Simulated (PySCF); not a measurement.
Computed XPS line lists of a few unrelated compounds.

The calculation used delta-SCF UKS SCAN, pcX-2 on the ionised atom, pcseg-1 elsewhere, spin-free X2C in PySCF. Geometries: PBE0-D3(BJ)/def2-SVP; isolated species, one conformer each.

Line lists (1s up to Mg, 2p3/2 beyond, nothing for Ge; areas count atoms within a level, one atom standing for each set equivalent by bonding):
1. C 1s: 290.44 (area 1), 290.52 (area 1), 292.74 (area 1) eV; F 1s: 692.58 eV
2. C 1s: 294.29 (area 1), 301.11 (area 1) eV; N 1s: 407.96 eV; F 1s: 695.27 eV
3. C 1s: 289.77 eV; O 1s: 536.78 eV; Si 2p3/2: 106.30 eV

Structures:
A. `F[CH2][GeH2][C]#C`
B. `C[Si](C)(C)O[Si](C)(C)C`
C. `[C-]#[N+]C(F)(F)F`

Task: Match each list to its structure.

Result: 
- 1 = A: no other candidate has this set of levels. C 1s: 290.44 alkyne carbon, 290.52 terminal alkyne carbon, 292.74 sp3 C–F carbon; F 1s: 692.58 alkyl fluorine.
- 2 = C: no other candidate has this set of levels. C 1s: 294.29 isocyanide carbon, 301.11 CF3 carbon; N 1s: 407.96 isocyanide nitrogen; F 1s: 695.27 fluorine of a CF3 group (×3).
- 3 = B: no other candidate has this set of levels. C 1s: 289.77 Si-methyl carbon (×6); O 1s: 536.78 siloxane oxygen; Si 2p3/2: 106.30 oxygen-bound silicon (×2).

The 2p values aren't plain energy differences: one relaxed spin-free 2p hole is combined with a matrix within the shell (ground-state 2p orbital-energy differences and spin–orbit coupling). 2p3/2, the mean of its two sublevels, lies a third of the splitting below the shell's mean and 2p1/2 two thirds above it; the statistical areas are 2:1. 3 of these hole states are spin-contaminated (⟨S²⟩ up to 0.89, against 0.75; counted from 0.85) and less certain.
